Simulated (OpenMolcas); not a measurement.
## Levels of W⁴⁺ by method

```yaml
Program: OpenMolcas 26.06
Basis: ANO-RCC-VQZP [9s8p6d4f3g2h]
Scalar_Hamiltonian: DKH2, point nucleus
Active_space: 2 electrons in 5 orbitals (5d)
State_averaging: 2S+1 = 3 even, 10 roots; 2S+1 = 1 even, 15 roots
Spin-orbit_coupling: RASSI with atomic mean-field integrals over the reference wave functions, term energies averaged over their components
```

Methods on the same reference wave functions:
A. CASSCF
B. SS-CASPT2, IPEA 0.25 Eh, imaginary shift 0.1 Eh (closed shells correlated: 5s 5p)

Energies in cm-1 above 5d2 3F2, the measured ground level; measured values from the list in J. Phys. B 45, 065001 (2012).

```
         Level      A      B  Measured
       5d2 3F2    0.0    0.0       0.0
       5d2 3F3   6072   6390          
       5d2 3F4  11565  11720     11519
       5d2 3P0  14878  13470     12839
5d2 1D2 [54 %]  16049  13840          
       5d2 3P1  18207  17120     16331
       5d2 1G4  24740  22940     22346
5d2 3P2 [60 %]  24995  23210     22615
       5d2 1S0  50178  43840     43110
```

Deviations, from unrounded energies. A percentage is the sum of absolute deviations over the sum of measured energies, with the sign that they share, or ± where signs differ.

| Against measurement | Levels | A | B |
| --- | --- | --- | --- |
| mean absolute deviation (cm-1) | 6 | 2600 | 590 |
| fine structure of the ground term (%) | 1 | +0.4 | +1.7 |
| other terms of the ground configuration (%) | 5 | +13.4 | +2.8 |

B lies closest to measurement on these levels. The largest miss of B in the table is 5d2 3P1, by +790 cm-1. The ranking rests on the paired levels alone, and a cruder setting can come out closer through cancelling errors.

From A to B the spin-free energies of the other terms of 5d2 shown, above 3F, scale by factors of 0.67 to 0.88.

The lowest spin-free term lies below A's lowest term by 0.242 hartree in B.

Term energies are means over components that CASPT2 splits; among the terms shown or strongly mixed into the levels shown the widest spread is 610 cm-1 (5d2 1G, B). Without dynamic correlation excited terms often stand tens of per cent too high (terms of higher spin than the ground term too low), and those without a measured partner can miss by more than the paired ones (holds for A). Computed and measured levels are paired by configuration, term and J; levels that our copy of the source lacks, or whose pairing is in doubt (as where it misses far off the trend of its configuration), stay unpaired and out of the deviations. Only configurations of the active space appear.

A share in square brackets marks a mixed level and gives the weight of the term that names it, the lowest over the columns.
